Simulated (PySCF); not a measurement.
2-methyltetrahydrothiophen-3-one, C5H8OS.
SMILES: `C[C@H]1SCCC1=O`

The closed-shell ground state was solved at several levels (PySCF, density fitting, gas phase, non-relativistic). Isolated species at its GFN2-xTB geometry (one conformer only).

```json
{"level": "B3LYP/def2-SVPD", "basis functions": "214", "total energy (Eh)": "-668.4783", "HOMO (eV)": "-6.45", "LUMO (eV)": "-1.26", "gap (eV)": "5.19", "dipole (D)": "1.82"}
{"level": "PBE0/pcSseg-1", "basis functions": "166", "total energy (Eh)": "-668.2622", "HOMO (eV)": "-6.65", "LUMO (eV)": "-0.88", "gap (eV)": "5.77", "dipole (D)": "1.71"}
```

Q: Estimate the row for PBE0/def2-SVPD, a basis of 214 functions; the other rows only guide the guess.

A: Total energy -668.0138 Eh, HOMO -6.67 eV, LUMO -1.00 eV, gap 5.67 eV, dipole 1.81 D.

Q: Over all these levels, which gives the widest orbital gap and which the narrowest?

A: PBE0/pcSseg-1 (global hybrid, 25 % exact exchange) has the widest, 5.77 eV, and B3LYP/def2-SVPD (global hybrid, 20 % exact exchange) the narrowest, 5.19 eV. Functional and basis both differ between the two, so the spread mixes both effects.

Q: How far do the dipole and the HOMO energy spread over the levels?

A: The dipole runs from 1.71 to 1.82 D (mean 1.78 D) and the HOMO from -6.67 to -6.45 eV.
